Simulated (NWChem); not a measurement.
Everything below was run with NWChem. System: CAuClO, charge 0, spin multiplicity 1, at a geometry optimised with PBE/def2-SVP with def2 effective core potentials on Au. The structure started from a generated list of species. Level: B2PLYP/def2-SVP with def2 effective core potentials on Au, 11 core orbitals frozen.

Input file:

```
start mol
memory heap 200 mb stack 900 mb global 1100 mb
geometry units angstroms nocenter noautoz
  Au     0.000000     0.000000    -0.024670
  Cl     0.000000     0.000000     2.235564
  O      0.000000     0.000000    -3.068191
  C      0.000000     0.000000    -1.918359
  symmetry group C2v
end
basis spherical
  * library def2-svp
end
ecp
  Au library def2-ecp
end
dft
  xc hfexch 0.53 becke88 0.47 lyp 0.73 mp2 0.27
  dftmp2
  semidirect memsize 60000000 filesize 0
  iterations 100
end
mp2
  freeze core 11
end
task dft energy
```

Output (cleaned and shortened):

```
             Northwest Computational Chemistry Package (NWChem) 7.3.0
             --------------------------------------------------------

                                NWChem Input Module
                                -------------------

 Scaling coordinates for geometry "geometry" by  1.889725989
 (inverse scale =  0.529177249)

 Turning off AUTOSYM since
 SYMMETRY directive was detected!

                             Geometry "geometry" -> ""
                             -------------------------

 Output coordinates in angstroms (scale by  1.889725989 to convert to a.u.)

  No.       Tag          Charge          X              Y              Z
 ---- ---------------- ---------- -------------- -------------- --------------
    1 Au                  79.0000     0.00000000     0.00000000    -0.02467000
    2 Cl                  17.0000     0.00000000     0.00000000     2.23556400
    3 O                    8.0000     0.00000000     0.00000000    -3.06819100
    4 C                    6.0000     0.00000000     0.00000000    -1.91835900

 Effective nuclear repulsion energy (a.u.)     605.4254066287

            Nuclear Dipole moment (a.u.)
            ----------------------------
        X                 Y               Z
 ---------------- ---------------- ----------------
     0.0000000000     0.0000000000    -0.0000453534

      Symmetry information
      --------------------

 Group name             C2v
 Group number             16
 Group order               4
 No. of unique centers     4

      Symmetry unique atoms

     1    2    3    4


 Summary of "ao basis" -> "" (spherical)
 ------------------------------------------------------------------------------
       Tag                 Description            Shells   Functions and Types
 ---------------- ------------------------------  ------  ---------------------
 *                          def2-svp                  on all atoms

 Summary of "ao basis" -> "ao basis" (spherical)
 ------------------------------------------------------------------------------
       Tag                 Description            Shells   Functions and Types
 ---------------- ------------------------------  ------  ---------------------
 Au                         def2-svp                12       32   6s3p2d1f
 Cl                         def2-svp                 8       18   4s3p1d
 O                          def2-svp                 6       14   3s2p1d
 C                          def2-svp                 6       14   3s2p1d

 Summary of "ao basis" -> "ao basis" (spherical)
 ------------------------------------------------------------------------------
       Tag                 Description            Shells   Functions and Types
 ---------------- ------------------------------  ------  ---------------------
 Au                         def2-svp                12       32   6s3p2d1f
 Cl                         def2-svp                 8       18   4s3p1d
 O                          def2-svp                 6       14   3s2p1d
 C                          def2-svp                 6       14   3s2p1d

      Symmetry analysis of basis
      --------------------------

        a1         38
        a2          6
        b1         17
        b2         17

            General Information
            -------------------
          SCF calculation type: DFT
          Wavefunction type:  closed shell.
          No. of atoms     :     4
          No. of electrons :    50
           Alpha electrons :    25
            Beta electrons :    25
          Charge           :     0
          Spin multiplicity:     1
          Use of symmetry is: on ; symmetry adaption is: on
          Maximum number of iterations: 100
          AO basis - number of functions:    78
                     number of shells:    32
          Convergence on energy requested:  1.00D-06
          Convergence on density requested:  1.00D-05
          Convergence on gradient requested:  5.00D-04

              XC Information
              --------------
                     Hartree-Fock (Exact) Exchange  0.530
                    Becke 1988 Exchange Functional  0.470
              Lee-Yang-Parr Correlation Functional  0.730

             Grid Information
             ----------------
          Grid used for XC integration:  medium
          Radial quadrature: Mura-Knowles
          Angular quadrature: Lebedev.
          Tag              B.-S. Rad. Rad. Pts. Rad. Cut. Ang. Pts.
          ---              ---------- --------- --------- ---------
          Au                  1.35      123           8.0       590
          Cl                  1.00       88          11.0       590
          O                   0.60       49          12.0       434
          C                   0.70       49          10.0       434
          Grid pruning is: on
          Number of quadrature shells:   309
          Spatial weights used:  Erf1

          Convergence Information
          -----------------------
          Convergence aids based upon iterative change in
          total energy or number of iterations.
          Levelshifting, if invoked, occurs when the
          HOMO/LUMO gap drops below (HL_TOL):  1.00D-02
          DIIS, if invoked, will attempt to extrapolate
          using up to (NFOCK): 10 stored Fock matrices.

                    Damping( 0%)  Levelshifting(0.5)       DIIS
                  --------------- ------------------- ---------------
          dE  on:    start            ASAP                start
          dE off:    2 iters        100 iters           100 iters

      Screening Tolerance Information
[...]
  Symmetry fudging

 !! scf_movecs_sym_adapt:    6 vectors were symmetry contaminated

 d= 0,ls=0.0,diis     3   -708.3617920032 -2.10D-01  1.37D-03  1.06D-02     0.8

 !! scf_movecs_sym_adapt:   12 vectors were symmetry contaminated

  Symmetry fudging

 !! scf_movecs_sym_adapt:   10 vectors were symmetry contaminated

 d= 0,ls=0.0,diis     4   -708.3627511772 -9.59D-04  6.15D-04  3.33D-03     0.9

 !! scf_movecs_sym_adapt:   12 vectors were symmetry contaminated

  Symmetry fudging

 !! scf_movecs_sym_adapt:   10 vectors were symmetry contaminated

 d= 0,ls=0.0,diis     5   -708.3630550618 -3.04D-04  2.19D-04  5.36D-04     1.0

 !! scf_movecs_sym_adapt:   12 vectors were symmetry contaminated

  Symmetry fudging

 !! scf_movecs_sym_adapt:   12 vectors were symmetry contaminated

  Resetting Diis
 d= 0,ls=0.0,diis     6   -708.3631119260 -5.69D-05  6.77D-05  2.71D-05     1.0

 !! scf_movecs_sym_adapt:   14 vectors were symmetry contaminated

  Symmetry fudging

 !! scf_movecs_sym_adapt:   14 vectors were symmetry contaminated

 d= 0,ls=0.0,diis     7   -708.3631148433 -2.92D-06  5.04D-05  3.97D-06     1.1

 !! scf_movecs_sym_adapt:   26 vectors were symmetry contaminated

  Symmetry fudging

 !! scf_movecs_sym_adapt:   20 vectors were symmetry contaminated

 d= 0,ls=0.0,diis     8   -708.3631149433 -1.00D-07  2.34D-05  3.92D-06     1.2

 !! scf_movecs_sym_adapt:   24 vectors were symmetry contaminated

  Symmetry fudging

 !! scf_movecs_sym_adapt:   24 vectors were symmetry contaminated

 d= 0,ls=0.0,diis     9   -708.3631154012 -4.58D-07  4.35D-06  9.59D-08     1.2

         Total DFT energy =     -708.363115401209
      One electron energy =    -1390.500819147755
           Coulomb energy =      553.848370487967
    Exchange-Corr. energy =      -54.271638347052
 Nuclear repulsion energy =      182.560971605630

 Numeric. integr. density =       50.000004520151

     Total iterative time =      0.9s

                  Occupations of the irreducible representations
                  ----------------------------------------------

                     irrep           alpha         beta
                     --------     --------     --------
                     a1               14.0         14.0
                     a2                1.0          1.0
                     b1                5.0          5.0
                     b2                5.0          5.0

                       DFT Final Molecular Orbital Analysis
                       ------------------------------------

 Vector   23  Occ=2.000000D+00  E=-3.644915D-01  Symmetry=a1
              MO Center= -6.9D-16, -3.6D-18,  9.1D-01, r^2= 2.7D+00
   Bfn.  Coefficient  Atom+Function         Bfn.  Coefficient  Atom+Function
  ----- ------------  ---------------      ----- ------------  ---------------
     5      0.537164  1 Au s                 18     -0.467238  1 Au d  0
    45     -0.389689  2 Cl pz                 3     -0.364962  1 Au s
    42     -0.285430  2 Cl pz                 2      0.238499  1 Au s
     6      0.180630  1 Au s                 39     -0.168498  2 Cl pz
     4     -0.126887  1 Au s                  1     -0.093380  1 Au s

 Vector   24  Occ=2.000000D+00  E=-3.305804D-01  Symmetry=b1
              MO Center=  4.0D-16,  2.6D-32,  1.9D+00, r^2= 2.1D+00
   Bfn.  Coefficient  Atom+Function         Bfn.  Coefficient  Atom+Function
  ----- ------------  ---------------      ----- ------------  ---------------
    43      0.622984  2 Cl px                40      0.444640  2 Cl px
    19      0.272218  1 Au d  1              37      0.259127  2 Cl px
    13      0.108592  1 Au px                54     -0.078186  3 O  px
    57     -0.071286  3 O  px                 7     -0.067493  1 Au px
    68      0.051875  4 C  px                24      0.040094  1 Au d  1

 Vector   25  Occ=2.000000D+00  E=-3.305804D-01  Symmetry=b2
              MO Center= -1.2D-32, -2.5D-16,  1.9D+00, r^2= 2.1D+00
   Bfn.  Coefficient  Atom+Function         Bfn.  Coefficient  Atom+Function
  ----- ------------  ---------------      ----- ------------  ---------------
    44      0.622984  2 Cl py                41      0.444640  2 Cl py
    17     -0.272218  1 Au d -1              38      0.259127  2 Cl py
    14      0.108592  1 Au py                55     -0.078186  3 O  py
    58     -0.071286  3 O  py                 8     -0.067493  1 Au py
    69      0.051875  4 C  py                22     -0.040094  1 Au d -1

 Vector   26  Occ=0.000000D+00  E=-4.185463D-02  Symmetry=b2
              MO Center= -2.7D-32,  4.5D-17, -1.4D+00, r^2= 3.6D+00
   Bfn.  Coefficient  Atom+Function         Bfn.  Coefficient  Atom+Function
  ----- ------------  ---------------      ----- ------------  ---------------
    72      0.458487  4 C  py                69      0.439104  4 C  py
    14      0.398719  1 Au py                58     -0.369950  3 O  py
    55     -0.335736  3 O  py                17      0.293808  1 Au d -1
    44     -0.170914  2 Cl py                 8     -0.151616  1 Au py
    41     -0.092265  2 Cl py                11      0.060669  1 Au py

 Vector   27  Occ=0.000000D+00  E=-4.185463D-02  Symmetry=b1
              MO Center=  2.8D-16,  2.9D-34, -1.4D+00, r^2= 3.6D+00
   Bfn.  Coefficient  Atom+Function         Bfn.  Coefficient  Atom+Function
  ----- ------------  ---------------      ----- ------------  ---------------
    71      0.458487  4 C  px                68      0.439104  4 C  px
    13      0.398719  1 Au px                57     -0.369950  3 O  px
    54     -0.335736  3 O  px                19     -0.293808  1 Au d  1
    43     -0.170914  2 Cl px                 7     -0.151616  1 Au px
    40     -0.092265  2 Cl px                10      0.060669  1 Au px

 Vector   28  Occ=0.000000D+00  E= 5.617940D-02  Symmetry=a1
              MO Center= -3.2D-31, -3.2D-31,  3.1D-01, r^2= 5.4D+00
   Bfn.  Coefficient  Atom+Function         Bfn.  Coefficient  Atom+Function
  ----- ------------  ---------------      ----- ------------  ---------------
     6      1.501211  1 Au s                 67     -1.019124  4 C  s
    45      0.497637  2 Cl pz                36     -0.483326  2 Cl s
    18      0.437898  1 Au d  0              23      0.260839  1 Au d  0
     3     -0.229574  1 Au s                 66     -0.215909  4 C  s
    53      0.187383  3 O  s                 42      0.181066  2 Cl pz

 center of mass
 --------------
 x =   0.00000000 y =   0.00000000 z =   0.00887093

 moments of inertia (a.u.)
 ------------------
        1319.914032025693           0.000000000000           0.000000000000
           0.000000000000        1319.914032025693           0.000000000000
           0.000000000000           0.000000000000           0.000000000000

     Multipole analysis of the density
     ---------------------------------

     L   x y z        total         alpha         beta         nuclear
     -   - - -        -----         -----         ----         -------
     0   0 0 0     -0.000000    -25.000000    -25.000000     50.000000

     1   1 0 0     -0.000000     -0.000000     -0.000000      0.000000
     1   0 1 0     -0.000000     -0.000000     -0.000000      0.000000
     1   0 0 1     -1.698163     -2.247645     -2.247645      2.797127

     2   2 0 0    -34.096873    -17.048437    -17.048437      0.000000
     2   1 1 0     -0.000000     -0.000000     -0.000000      0.000000
     2   1 0 1     -0.000000     -0.000000     -0.000000      0.000000
     2   0 2 0    -34.096873    -17.048437    -17.048437      0.000000
     2   0 1 1      0.000000      0.000000      0.000000      0.000000
     2   0 0 2    -38.699632   -344.967009   -344.967009    651.234386

                   NWChem MP2 Semi-direct Energy/Gradient Module
                   ---------------------------------------------

  Basis functions       =     78
  Molecular orbitals    =     78
  Frozen core           =     11
  Frozen virtuals       =      0
  Active alpha occupied =     14
  Active beta occupied  =     14
  Active alpha virtual  =     53
  Active beta virtual   =     53
  Use MO symmetry       = T
  Use skeleton AO sym   = T

  AO/Fock/Back tols     =   1.0D-09  1.0D-09  1.0D-09

 GA uses MA = F    GA memory limited = T

 Available:
  local mem=  4.43D+07
 global mem=  1.44D+08
 local disk=  0.00D+00
  mp2_memr nvloc                    53
  nvloc new                    53
   1 passes of  14:        4194304                      49496                   7137392.
   1 passes of  14: M     44309100           G      144167032           F      40114796.

 Semi-direct pass number   1 of   1  for RHF alpha+beta  at        1.3s
  vrange nnbf                  2825
  mp2_eaftype                    27  avail_ma_in_mb                   386
 EAF : mp2_eaftype filesize          27    3568696.
  mp2_eaf for mointskh                     27
Node 0 wrote     16.8 Mb in      0.0 s     Agg I/O rate:  1631.2 Mb/s
 Done moints_semi at        2.4s
  mp2_eaftype                    27  avail_ma_in_mb                   386
 EAF : mp2_eaftype filesize          27    3568696.
  mp2_eaf for kh                    27
 Done maket at        2.4s
 Done multipass loop at        2.4s

          -------------------------------------------
          DFT energy                    -708.363115401209
          Unscaled MP2 energy             -0.902366766125
          Total DFT+MP2 energy          -708.606754428063
          -------------------------------------------

 -----------------------
 Performance information
 -----------------------

 Timer overhead =  9.59D-08 seconds/call

               Nr. of calls         CPU time (s)                 Wall time (s)                GFlops
             ---------------    -------------------     ------------------------------   -------------------
Name         Min   Avg   Max    Min     Avg     Max     Min     Avg     Max   Mx/calls   Min     Max     Sum
mp2: moin     1     1     1    1.1     1.1     1.1      1.1     1.1     1.1     1.1      0.0     0.0     0.0
mp2: make     1     1     1   6.02E-2 6.02E-2 6.02E-2  6.02E-2 6.02E-2 6.02E-2 6.02E-2   0.0     0.0     0.0
mp2: tota     1     1     1    1.2     1.2     1.2      1.2     1.2     1.2     1.2      0.0     0.0     0.0

 The average no. of pstat calls per process was 3.00D+00
 with a timing overhead of 2.88D-07s

 Task  times  cpu:        2.4s     wall:        2.4s

 Total times  cpu:        2.4s     wall:        2.4s
```
